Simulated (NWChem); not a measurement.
# SiHOF3; SMILES O[Si](F)(F)F

```xyz
6

O      0.9244    -1.3423     0.0055
Si    -0.0055    -0.0179     0.0000
F      0.2548     0.9037    -1.2780
F     -1.5249    -0.4860    -0.0099
F      0.2384     0.9030     1.2816
H      1.8815    -1.2565     0.0115
```
Atoms are numbered in this order, from 1.

Results from NWChem. Geometry optimised at PBE0/def2-SVP; all other runs use it. 

```
quantity                                                             level  value
----------------------------------------------------  --------------------  -----
cavity-dispersion-structure term (kcal/mol) in water    PBE0/def2-SVP, SMD    3.1
vertical, lowest state with f > 0.02, singlet (eV)    B3LYP/def2-SVPD, TDA   8.49
−ε(HOMO) (eV)                                               B3LYP/def2-SVP  10.12
anisotropy (bohr³), static                                 B3LYP/def2-SVPD    2.2
dipole (D)                                                   PBE0/def2-SVP   2.33
highest harmonic frequency (cm⁻¹)                            PBE0/def2-SVP   3954
```
